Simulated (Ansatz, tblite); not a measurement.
Isomers of B$_{6}$Os⁻ (doublet), found by a short tight-binding search and relaxed with PBE-D4/def2-SVPD in Ansatz.

In the def2 sets Os takes a core potential; there is no spin–orbit coupling. The xTB rows come from tblite.

Run but left out: HF/def2-SVPD, MP2/def2-SVPD, CCSD/def2-SVPD, CCSD(T)/def2-SVPD (flagged by the program: large difference); HF/def2-TZVPD, PBE-QIDH/def2-TZVPD, MP2/def2-TZVPD, HF/def2-SVPD, MP2/def2-SVPD, CCSD/def2-SVPD, CCSD(T)/def2-SVPD (A: ⟨S²⟩ 1.47 to 2.35, where a pure state has 0.75); r2SCAN-D4/def2-TZVPD (B: ⟨S²⟩ 1.05, where a pure state has 0.75).

A further structure is left out (⟨S²⟩ 1.06 to 2.55, where a pure state has 0.75); at PBE0-D4/def2-TZVPD its energy lies 0.45 eV above the lowest shown. A further structure is left out (⟨S²⟩ 1.09 to 2.84, where a pure state has 0.75); at PBE0-D4/def2-TZVPD its energy lies 0.97 eV above the lowest shown.

A: At CAM-B3LYP-D4/def2-TZVPD the charge -1 doublet is spin-contaminated (final ⟨S²⟩ up to 0.84, 0.75 for a pure state). B: At PBE0-D4/def2-TZVPD, CAM-B3LYP-D4/def2-TZVPD the charge -1 doublet is spin-contaminated (final ⟨S²⟩ up to 0.97, 0.75 for a pure state). C: At PBE-D4/def2-TZVPD the highest occupied level of the charge -1 doublet lies above zero (up to 0.06 eV). It is a level of β spin, whose loss leaves a triplet; that state wasn't run at this geometry and level. The electron is either unbound and held by the finite basis, or the level is raised by self-interaction error.

Other spin states weren't relaxed.

A:

```csv
atom,x (Å),y (Å),z (Å)
Os1,-0.670,-1.079,0.472
B2,0.807,-0.724,1.697
B3,0.365,-0.509,-1.126
B4,-1.954,0.381,0.302
B5,0.914,1.030,-0.994
B6,-0.694,0.836,-0.662
B7,1.232,0.065,0.311
```

B:

```
atom   x (Å)   y (Å)   z (Å)
 Os1  -1.130  -1.183  -0.560
  B2   0.817   1.388  -0.690
  B3   0.819  -0.170  -0.056
  B4  -0.263   0.380  -1.365
  B5   0.287  -1.520   0.774
  B6  -0.549  -0.168   1.229
  B7   0.018   1.272   0.668
```

C:

```xyz
7

Os    0.2580    1.2300   -0.2318
B    -1.3783   -0.1383    0.1803
B    -0.5146   -0.5736   -1.1698
B     0.3352   -0.2810    1.3306
B    -0.9123    0.7238    1.4542
B     1.1994   -0.7162   -0.0192
B     1.0127   -0.2447   -1.5443
```

**Question.** Estimate their order by electronic energy at PBE0-D4/def2-TZVPD, counted from the lowest.

**Answer.** A (0.0) < B (22.2) < C (35.4), in kJ/mol.

**Question.** Do the other levels pick the same lowest one?

**Answer.** Not GFN1-xTB, GFN2-xTB. Energies above each level's lowest (kJ/mol):

| level | A | B | C |
| --- | --- | --- | --- |
| GFN1-xTB | 109.7 | 158.8 | 0.0 |
| GFN2-xTB | 140.0 | 17.0 | 0.0 |
| PBE-D4/def2-TZVPD | 0.0 | 19.1 | 51.9 |
| PBE0-D4/def2-TZVPD | 0.0 | 22.2 | 35.4 |
| CAM-B3LYP-D4/def2-TZVPD | 0.0 | 31.2 | 35.2 |
Point groups (tolerance 0.1 Å): A Cs, B not assigned, C C2v. Lower isomers may exist.
